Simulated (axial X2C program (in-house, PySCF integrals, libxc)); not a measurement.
Outer orbitals of HfBr⁺ at 2.361 Å, PBE0

All values were computed with an in-house relativistic program for diatomic molecules. Spin-free means the one-electron spin-free X2C Hamiltonian; two-component (2c) means X2C with spin–orbit coupling and atomic mean-field two-electron Coulomb and Gaunt terms, so the difference of the two also holds small scalar two-electron terms. Basis: Hf dyall-cv3z [13s14p9d7f4g], Br dyall-cv3z [8s9p6d4f1g] (cores contracted in-house); Gaussian nuclei, density fitting, unrestricted open shells. Masses: Hf 179.947 u, Br 78.918 u.

The distance is close to the 2c PBE0 minimum; the highest filled and lowest empty levels are listed.

Spin-free orbitals, state M_S = 1, Λ = 2 (beyond evenly filled blocks: σα, δ+α) (Löwdin shares):

```tsv
symmetry	occupied	ε (eV)	atomic character
σα	yes	-27.85	82% Hf f, 14% Br s
σβ	yes	-27.76	68% Hf f, 24% Br s, 3% Hf d
π+α	yes	-27.73	100% Hf f
π-α	yes	-27.71	100% Hf f
δ+α	yes	-27.71	100% Hf f
φ+α	yes	-27.69	100% Hf f
δ-α	yes	-27.67	100% Hf f
π+β	yes	-27.60	100% Hf f
π-β	yes	-27.60	100% Hf f
δ-β	yes	-27.60	100% Hf f
δ+β	yes	-27.60	100% Hf f
φ-α	yes	-27.59	100% Hf f
φ-β	yes	-27.48	100% Hf f
φ+β	yes	-27.48	100% Hf f
σβ	yes	-27.27	48% Br s, 37% Hf f, 6% Hf d
σα	yes	-27.26	58% Br s, 23% Hf f, 7% Hf d
σα	yes	-15.49	72% Br p, 12% Hf d, 8% Hf s
σβ	yes	-15.41	74% Br p, 12% Hf d, 7% Hf s
π+α	yes	-14.28	72% Br p, 16% Hf d, 5% Hf f
π-β	yes	-14.28	75% Br p, 13% Hf d, 5% Hf f
π+β	yes	-14.28	75% Br p, 13% Hf d, 5% Hf f
π-α	yes	-14.27	73% Br p, 16% Hf d, 5% Hf f
σα	yes	-11.82	62% Hf s, 32% Hf d, 3% Hf p
δ+α	yes	-11.11	100% Hf d
δ-α	no	-8.41	100% Hf d
σβ	no	-8.30	74% Hf s, 13% Hf d, 8% Hf p
π+α	no	-8.03	78% Hf d, 9% Hf p, 8% Br p
π-α	no	-7.93	78% Hf d, 9% Hf p, 7% Br p
```

Spinors with spin–orbit coupling (state Ω = 1):

```
   ω  occupied  ε (eV)             atomic character     λ mixture
 1/2       yes  -27.46  64% Br s, 16% Hf f, 8% Hf d   92% σ, 8% π
-1/2       yes  -27.40  62% Br s, 18% Hf f, 8% Hf d  89% σ, 11% π
-3/2       yes  -26.94                    100% Hf f  68% π, 32% δ
-5/2       yes  -26.90                    100% Hf f  83% δ, 17% φ
 3/2       yes  -26.89                    100% Hf f  74% π, 26% δ
-1/2       yes  -26.87            88% Hf f, 9% Br s  62% σ, 38% π
 5/2       yes  -26.87                    100% Hf f  87% δ, 13% φ
-7/2       yes  -26.85                    100% Hf f        100% φ
 1/2       yes  -26.85            90% Hf f, 7% Br s  67% σ, 33% π
 7/2       yes  -26.74                    100% Hf f        100% φ
-1/2       yes  -15.49  73% Br p, 12% Hf d, 8% Hf s   98% σ, 2% π
 1/2       yes  -15.42  74% Br p, 12% Hf d, 7% Hf s   97% σ, 3% π
-1/2       yes  -14.40  75% Br p, 13% Hf d, 5% Hf f   98% π, 2% σ
 1/2       yes  -14.40  72% Br p, 16% Hf d, 4% Hf f   98% π, 2% σ
 3/2       yes  -14.11  74% Br p, 14% Hf d, 5% Hf f        100% π
-3/2       yes  -14.09  72% Br p, 16% Hf d, 5% Hf f        100% π
-1/2       yes  -11.79  62% Hf s, 32% Hf d, 3% Hf p        100% σ
 3/2       yes  -11.28                     99% Hf d   99% δ, 1% π
 1/2        no   -8.31  72% Hf s, 16% Hf d, 8% Hf p   97% σ, 3% π
-5/2        no   -8.21                    100% Hf d        100% δ
 1/2        no   -8.13  73% Hf d, 13% Hf p, 7% Br p   94% π, 6% σ
-3/2        no   -7.81   78% Hf d, 8% Hf p, 8% Br p   97% π, 3% δ
```

(1) How does the gap between the highest filled and lowest empty level change from the spin-free to the 2c table?

Mulliken charges and populations of the two-component result (they depend on the basis, above all on diffuse functions):

Hf 0.88 e (s 10.91 p 24.14 d 21.99 f 14.06 g 0.02), Br 0.12 e (s 7.94 p 16.91 d 10.03). ⟨Lz⟩ = 1.98 ħ and ⟨Sz⟩ = -0.98 ħ (-1.02 and 0.04 on the two atoms), which add up to Ω.

Occupations by symmetry block were frozen at the best pattern of an incomplete PBE0 search. Density functionals use the spin component along the axis (collinear). Other states lie close and PBE0, whose exact exchange favours high spin, may order them wrongly; the determinant shown need not be the ground state. The nearest other spin-free determinant of the search, M_S = 0, Λ = 0, lies 0.02 eV up at the distance of the search. Without a current term, density functionals place determinants with orbital angular momentum somewhat too high. With several unpaired electrons one determinant need not be a pure state.

## Answers

(1) From 2.70 to 2.97 eV at PBE0, a change of 0.27 eV.
